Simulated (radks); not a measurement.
Question: Ru11+, 33 electrons, occupied as [Ar] 3d10 4s2 4p(1/2: 2, 3/2: 1) (the NIST ground configuration). Calculated with a radial shooting solver on a logarithmic mesh with Libxc functionals: Dirac Kohn-Sham, relativistic LDA (MacDonald-Vosko exchange, VWN5 correlation), spin-unpolarised, spherical densities, finite nucleus; Fermi nuclear charge, rms radius 4.4809 fm. Some entries of the table are withheld. Estimate them.

orbital  occ.  eigenvalue (hartree)  r(max) (bohr)  <r> (bohr)
1s1/2       2             -809.6011        0.02180     0.03355
2s1/2       2             -123.5552         0.1234      0.1457
2p1/2       2             -114.9805        0.09561      0.1238
2p3/2       4             -110.2060        0.09960      0.1286
3s1/2       2                   (1)            (2)      0.4019
3p1/2       2             -24.89148            (3)      0.3941
3p3/2       4             -24.06991            (4)      0.4045
3d3/2       4             -18.10261         0.2973      0.3779
3d5/2       6             -17.94024         0.3000      0.3813
4s1/2       2              -9.88421         0.8737      0.9284
4p1/2       2              -8.75832         0.9031      0.9658
4p3/2       1              -8.58383         0.9219      0.9841

Answer: 
(1) 3s1/2 eigenvalue (hartree): -28.24276
(2) 3s1/2 r(max) (bohr): 0.3619
(3) 3p1/2 r(max) (bohr): 0.3480
(4) 3p3/2 r(max) (bohr): 0.3575
